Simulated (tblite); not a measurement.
C7H15PS.
Cartesian coordinates in Å at the GFN2-xTB level; atoms count from 1:
```
atom  x, y, z in Å
C1     2.887   -0.386    0.083
P2     1.144   -0.144    0.621
S3     0.954   -0.154    2.553
C4     0.700    1.422   -0.260
C5    -0.751    1.850   -0.090
C6    -1.766    0.802   -0.551
C7    -1.915   -0.360    0.439
C8    -1.190   -1.653    0.063
C9     0.267   -1.455   -0.346
H10    2.981   -0.423   -1.000
H11    3.482    0.436    0.481
H12    3.248   -1.316    0.520
H13    1.362    2.192    0.148
H14    0.941    1.288   -1.318
H15   -0.900    2.772   -0.660
H16   -0.934    2.079    0.963
H17   -1.495    0.432   -1.543
H18   -2.731    1.303   -0.651
H19   -1.549   -0.036    1.415
H20   -2.974   -0.602    0.559
H21   -1.227   -2.311    0.934
H22   -1.717   -2.155   -0.753
H23    0.827   -2.384   -0.200
H24    0.347   -1.178   -1.400
```

Computed values, GFN2-xTB/tblite, gas phase, harmonic and unscaled. The method is semi-empirical: single wavenumbers can be off by several per cent or more. One conformer, not necessarily the lowest.

Harmonic wavenumbers (cm⁻¹): 89.5, 110.3, 147.0, 162.0, 184.0, 191.0, 234.7, 244.6, 287.4, 303.5, 352.1, 472.0, 482.3, 584.9, 669.7, 716.5, 726.4, 763.6, 784.9, 815.1, 849.5, 857.9, 861.0, 939.4, 947.6, 980.4, 1022.0, 1045.2, 1093.3, 1118.0, 1151.5, 1154.1, 1180.8, 1200.6, 1232.9, 1255.7, 1268.6, 1283.3, 1310.1, 1339.7, 1349.4, 1350.4, 1368.8, 1416.2, 1424.5, 1432.3, 1436.9, 1474.0, 1486.1, 1487.7, 1496.6, 2925.8, 2930.6, 2935.3, 2941.2, 2951.7, 2953.7, 2964.9, 2973.3, 2978.1, 2984.1, 2990.1, 2992.4, 2996.8, 2998.1, 3009.1.

A = 1524, B = 973.7, C = 921.3 MHz; mass 162.063 u (most abundant isotopes); point group C1, symmetry number 1.

**Question.** Zero-point energy?

**Answer.** Half the sum of the wavenumbers: 45331 cm⁻¹ = 129.61 kcal/mol.

**Question.** Give the ideal-gas entropy at 298.15 K and 1 bar in the rigid-rotor, harmonic-oscillator model (classical rotation).

**Answer.** Translation 41.18, rotation 29.84, vibration 29.47: S = 100.5 cal/(mol K).

**Question.** And Cp and H(298.15 K) − H(0)?

**Answer.** Cp = 43.12 cal/(mol K), of which vibrations give 35.17 (their classical limit is 66 R = 131.2); H(298.15 K) − H(0) = 7.39 kcal/mol without the zero-point energy, 5.02 from vibrations.

**Question.** How do the functions run with temperature in this model?

**Answer.** 
```tsv
T (K)	S (cal/(mol K))	Cp (cal/(mol K))	H − H(0) (kcal/mol)	G − H(0) (kcal/mol)	ln q(vib)
100	68.8	19.5	1.24	-5.64	1.02
200	85.9	31.0	3.77	-13.41	3.60
300	100.8	43.4	7.47	-22.76	6.40
500	128.8	67.4	18.64	-45.74	12.23
800	166.1	91.3	42.75	-90.13	21.00
1000	187.7	101.8	62.11	-125.54	26.59
```

q(vib) and H(0) count from the zero-point level.

**Question.** Blend soft modes into free rotors: weight 1/[1 + (100 cm⁻¹/ν̃)⁴] for the oscillator and the rest for a rotor with moment μB/(μ + B), μ = h/(8π²ν), B = 10⁻⁴⁴ kg m². What vibrational entropy results?

**Answer.** 28.80 cal/(mol K) in place of 29.47, which changes −T·S at 298.15 K by +0.20 kcal/mol.

**Question.** What must be added to the electronic energy to get the Gibbs energy at 298.15 K and 1 bar?

**Answer.** ZPE + [H(298.15 K) − H(0)] − T·S = 129.61 + 7.39 − 29.96 = 107.04 kcal/mol.

Hindered rotation and anharmonicity are outside this model. Other conformers, if any are populated, would add a mixing term that is left out. The structure is chiral; the term R ln 2 for an equal mix with its mirror image is left out.
